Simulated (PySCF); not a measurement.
C₄H₂ClF, SMILES C#C/C(Cl)=C\F. Atoms are numbered in the order given.

```xyz
8

C      2.2301    -1.1645     0.0000
C      1.1665    -0.5890     0.0000
C     -0.0875     0.1009     0.0000
Cl    -0.0480     1.8372     0.0000
C     -1.2760    -0.5162     0.0000
F     -1.3691    -1.8387     0.0000
H      3.1753    -1.6794     0.0000
H     -2.2355     0.0081     0.0000
```

Coordinates come from a ωB97X-D3(BJ)/def2-SVP optimisation. The structure was generated by enumeration; whether it is a known compound was not checked.

These are TDA-PBE0/def2-SVPD (PySCF 2.14.0) values and carry that method's errors.

Vertical excitations.  State labels are in the subgroup Cs.

```
state  symmetry  energy (eV)  λ (nm)      f                                                main pairs
-----  --------  -----------  ------  -----  --------------------------------------------------------
S1           A"         5.13     242  0.000                                          HOMO→LUMO+1 97 %
S2           A"         5.55     223  0.000                                          HOMO−1→LUMO 96 %
S3           A'         5.74     216  0.219                        HOMO→LUMO 68 %, HOMO−1→LUMO+1 19 %
S4           A'         6.44     193  0.095      HOMO−2→LUMO 69 %, HOMO→LUMO 15 %, HOMO−1→LUMO+1 13 %
S5           A"         6.70     185  0.000                      HOMO−2→LUMO+1 64 %, HOMO→LUMO+4 13 %
S6           A"         6.85     181  0.000                                          HOMO−3→LUMO 91 %
S7           A"         7.01     177  0.004                                          HOMO→LUMO+2 86 %
S8           A'         7.38     168  0.123                    HOMO−3→LUMO+1 61 %, HOMO−1→LUMO+1 24 %
S9           A"         7.50     165  0.019                        HOMO→LUMO+3 73 %, HOMO→LUMO+4 17 %
S10          A"         7.57     164  0.002    HOMO→LUMO+4 63 %, HOMO→LUMO+3 23 %, HOMO−2→LUMO+1 10 %
T1           A'         3.23     384      0                                            HOMO→LUMO 95 %
T2           A"         4.72     262      0                                          HOMO→LUMO+1 88 %
T3           A'         5.10     243      0  HOMO−1→LUMO+1 55 %, HOMO−2→LUMO 22 %, HOMO−1→LUMO+4 10 %
T4           A"         5.23     237      0                                          HOMO−1→LUMO 80 %
```
Triplets are in the Tamm–Dancoff approximation.
